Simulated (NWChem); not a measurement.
# Atomisation of arsenic trifluoride (AsF3)

```xyz
4

F      0.7389    -0.4892     1.2818
As     0.0009     0.3989     0.0000
F      0.7389    -0.4892    -1.2818
F     -1.4811    -0.4842     0.0000
```
Charge 0, spin multiplicity 1.

All runs are NWChem calculations. All single points use one geometry, from PBE0/def2-SVP, a minimum by its harmonic frequencies.

Basis set: def2-TZVP. The atomisation energy is electronic alone: no zero-point, thermal, spin-orbit or counterpoise terms. No value is extrapolated to the basis-set limit. Free atoms are single determinants with multiplicities F 2, As 4.

The Hamiltonian is non-relativistic. No SCF solution was tested for a lower state. Open-shell Hartree-Fock references start from PBE0 orbitals.

For the atomisation energy, BP86 gives 339.0 kcal/mol and LDA (SVWN5) gives 403.8 kcal/mol. What do BHandHLYP, HF, PBE0 give?

BHandHLYP: 292.8 kcal/mol; HF: 190.4 kcal/mol; PBE0: 316.1 kcal/mol.
